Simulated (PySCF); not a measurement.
## Property card for `C=CO/C=C\C(N)=O`

C₅H₇NO₂.
Cartesian coordinates in Å at the GFN2-xTB level; atoms count from 1:
```
atom  x, y, z in Å
C1     2.5927    1.3643   -0.2863
C2     1.9992    0.2295    0.0437
O3     0.6464    0.0912   -0.0144
C4     0.0974   -1.0921    0.3398
C5    -1.2106   -1.3560    0.3273
C6    -2.3342   -0.4760   -0.0654
N7    -2.0112    0.7823   -0.4461
O8    -3.4849   -0.8687   -0.0453
H9     3.6597    1.4600   -0.2363
H10    2.0270    2.2184   -0.6122
H11    2.5486   -0.6457    0.3755
H12    0.8061   -1.8567    0.6498
H13   -1.5260   -2.3410    0.6338
H14   -2.7550    1.3980   -0.7285
H15   -1.0596    1.1006   -0.4742
```

Among its groups: amide, C=C double bond and ether.

GFN2-xTB geometry:

```
Point group of the GFN2-xTB geometry                  : Cs
Rotational constants A, B, C of the GFN2-xTB geometry : 6.168, 1.002, 0.862 GHz
```

PBE0/def2-SVPD ground state and vertical TDDFT (core frozen in the response) (PySCF):

```
Dipole moment                                                     : 5.32 D
HOMO energy                                                       : -7.11 eV
LUMO energy                                                       : -1.01 eV
HOMO–LUMO gap                                                     : 6.10 eV
Lowest singlet excitation                                         : 4.63 eV (268 nm, f = 0.000)
Strongest line among the 6 lowest singlet transitions             : S2 at 5.45 eV (228 nm, f = 0.409)
Lowest triplet excitation (Tamm–Dancoff)                          : 3.69 eV
Static isotropic polarisability                                   : 83.1 au
Electronic spatial extent ⟨r²⟩ about the centre of nuclear charge : 1267 bohr²
```

**PBE0/pcSseg-1 ground state and GIAO shieldings, non-relativistic (PySCF)**

```
Lowest Hirshfeld atomic charge                              : -0.31 e on O8
Highest Hirshfeld atomic charge                             : +0.16 e on C6
13C chemical shifts (computed TMS as zero) by class         : 164.8 (C6), 157.3 (C2), 154.7 (C4), 111.7 (C5), 99.7 (C1) ppm
1H chemical shifts (computed TMS as zero) by class          : 6.63 (H11), 6.61 (H15), 6.57 (H12), 5.09 (H13), 5.03 (H10), 4.73 (H14), 4.68 (H9) ppm
Isotropic shieldings of nuclei other than C and H, by class : 151 (N7), -97 (O8), 136 (O3) ppm
Mayer bond orders between heavy atoms                       : C1–C2 1.95, C2–O3 0.94, O3–C4 0.97, C4–C5 1.76, C5–C6 1.02, C6–N7 1.22, C6–O8 1.88
```

Monoisotopic mass from the formula: 113.0477 u.

The largest Löwdin shares of the LUMO are 0.26 on C4, 0.19 on C5, 0.14 on C6 and 0.13 on O8. The vertical singlet–triplet gap S1 − T1 is 0.94 eV (TDDFT singlet less Tamm–Dancoff triplet; S1: HOMO−1→LUMO, weight 0.96; T1: HOMO→LUMO, weight 0.84). The rotational constants make it an asymmetric top with κ = (2B − A − C)/(A − C) = -0.95, nearer the prolate limit (−1). S1 lies 1.47 eV below the HOMO–LUMO gap; its leading configuration is HOMO−1→LUMO, weight 0.96. The dipole equals about 17.7 × 10⁻³⁰ C·m (1 D = 3.33564 × 10⁻³⁰ C·m). A dipole of 5.32 D is allowed in Cs, and pure rotational transitions are dipole-allowed. The principal polarisabilities are 49.2, 76.5 and 123.5 au; their mean is the isotropic value.

Isolated species at its GFN2-xTB geometry (one conformer only).
